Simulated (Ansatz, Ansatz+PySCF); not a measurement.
```xyz
3

Cl   -0.0345    0.0206   -2.1268
Zn    0.0197    0.0455    0.0068
Cl   -0.0264   -0.0423    2.0940
```

Basis set: def2-SVP (spherical functions). Frozen core: 15 orbitals. Charge 0, multiplicity 1.

Computed with Ansatz (development build ahead of 0.2.0); each method stands on the lowest determinant of its kind that the runs found. Restricted open shells among the atoms or ions are ROHF, correlated in semicanonical orbitals with singles. Restricted functionals stand beside restricted open-shell atoms, which can lie above the unrestricted atoms usual in DFT and then raise those values.

The atomization energy at this shape (free ground-state atoms in the same class of orbitals less the molecule, no zero-point energy) of singlet ZnCl2:

```json
{"method": "ωB97X (restricted)", "atomization energy": "155.62 kcal/mol"}
{"method": "ωB97X (unrestricted)", "atomization energy": "153.89 kcal/mol"}
{"method": "r²SCAN (unrestricted)", "atomization energy": "163.10 kcal/mol"}
{"method": "PBE0 (restricted)", "atomization energy": "156.72 kcal/mol"}
{"method": "PBE0 (unrestricted)", "atomization energy": "154.85 kcal/mol"}
{"method": "PBE (unrestricted)", "atomization energy": "155.88 kcal/mol"}
{"method": "PBE (restricted)", "atomization energy": "157.16 kcal/mol"}
{"method": "RHF-CCSD(T)", "atomization energy": "139.21 kcal/mol"}
{"method": "RHF-CCSD", "atomization energy": "137.82 kcal/mol"}
{"method": "RHF-MP2", "atomization energy": "149.83 kcal/mol"}
{"method": "UHF-MP2", "atomization energy": "150.53 kcal/mol"}
{"method": "RHF", "atomization energy": "123.14 kcal/mol"}
{"method": "UHF", "atomization energy": "118.25 kcal/mol"}
```

(1) What does r²SCAN (restricted) give?

Results:

(1) 165.61 kcal/mol.
